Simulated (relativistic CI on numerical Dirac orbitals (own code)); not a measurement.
Spin-allowed bands of a d7 ion in a tetrahedral site, by hand

Problem. Take Δ = 3800 cm⁻¹ and B = 820 cm⁻¹ for a d7 ion in a tetrahedral site. Calculate the three spin-allowed bands.

Working.
1. The terms of highest spin are 4F (energy 0) and 4P (15B = 12300 cm⁻¹). Here the F term splits into A2 at −1.2Δ = -4560, T2 at −0.2Δ = -760 and T1 at +0.6Δ = 2280 cm⁻¹.
2. The two T1 states mix through the element 0.4Δ: H = [[2280, 1520], [1520, 12300]], with roots ½(H₁₁ + H₂₂) ∓ ½√[(H₂₂ − H₁₁)² + 4H₁₂²] = ½(14580) ∓ ½(10471) = 2054 and 12526 cm⁻¹.
3. The ground term is 4A2 at -4560 cm⁻¹.
4. Bands: 4T2 3800 cm⁻¹ (2632 nm), 4T1(F) 6614 cm⁻¹ (1512 nm), 4T1(P) 17086 cm⁻¹ (585 nm).

Check. Exact diagonalisation of the whole d7 shell with these parameters gives 4T2 3800, 4T1 6614, 4T1 17086 cm⁻¹. The match is exact, since without spin-orbit coupling no other term has this spin. The ratio of the second band to the first, 1.741, depends on Δ/B = 4.6 alone, which is how a Tanabe-Sugano diagram is read.
